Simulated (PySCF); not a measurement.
TiOCl₂, optimised at PBE/def2-SVP:

```xyz
4

Ti     0.6524    -0.2375    -0.4442
O     -0.1470     0.6992    -1.4588
Cl    -0.2340    -2.2651    -0.2091
Cl     1.7482     0.8829     1.1357
```

Computed with PySCF (xtb for GFN2) and rigid-rotor harmonic-oscillator thermochemistry at 1 bar. 6-31G* has spherical d functions here. All species are closed-shell singlets. Warning, point group unlike the PBE0 one: TiOCl₂ (GFN2-xTB, PBE/def2-SVP).

### Question
List the harmonic frequencies (cm⁻¹, unscaled) at this level and at the other levels, each on its own geometry.

### Answer
- PBE/def2-SVP: 56, 126, 215, 383, 503, 1086
- GFN2-xTB: 129, 178, 197, 376, 422, 960
- HF/6-31G*: 97, 119, 233, 386, 515, 1268
- PBE0/def2-TZVP: 36, 115, 218, 392, 526, 1116
